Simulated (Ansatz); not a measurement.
Start from `FC[SiH2][SnH3]` and change one atom or group to get `FC[SiH2]F`.

Ansatz, PBE0-D4/def2-TZVP geometries, multiplicity 1. Each molecule was computed in one conformer, which needn't be the lowest.

Elements past krypton have def2 core potentials.

```tsv
property	`FC[SiH2][SnH3]`
size of the dipole moment (ωB97M-V/def2-TZVPP) / D	1.62
LUMO energy (PBE/def2-TZVPP) / eV	-0.94
HOMO–LUMO gap (PBE/def2-TZVPP) / eV	5.91
HOMO–LUMO gap (PBE0/def2-TZVPP) / eV	7.77
size of the dipole moment (PBE/def2-TZVPP) / D	1.49
LUMO energy (B3LYP/def2-TZVPP) / eV	-0.38
```

(1) What does the change do to each property? (Estimate.)

Results:

(1) Computed: 
| property | `FC[SiH2]F` | shift |
| --- | --- | --- |
| size of the dipole moment (ωB97M-V/def2-TZVPP) / D | 2.17 | 0.55 |
| LUMO energy (PBE/def2-TZVPP) / eV | -0.81 | 0.13 |
| HOMO–LUMO gap (PBE/def2-TZVPP) / eV | 6.48 | 0.57 |
| HOMO–LUMO gap (PBE0/def2-TZVPP) / eV | 8.95 | 1.18 |
| size of the dipole moment (PBE/def2-TZVPP) / D | 2.03 | 0.54 |
| LUMO energy (B3LYP/def2-TZVPP) / eV | -0.16 | 0.22 |

With PBE0 the HOMO falls by 0.93 eV and the LUMO rises by 0.24 eV, so the gap widens by about 1.17 eV. PBE moves the HOMO by -0.45 eV and ωB97M-V by -1.23 eV. Dipoles are sizes alone; their direction can turn.

B3LYP here is the variant with VWN-RPA as its local correlation; programs differ in this.
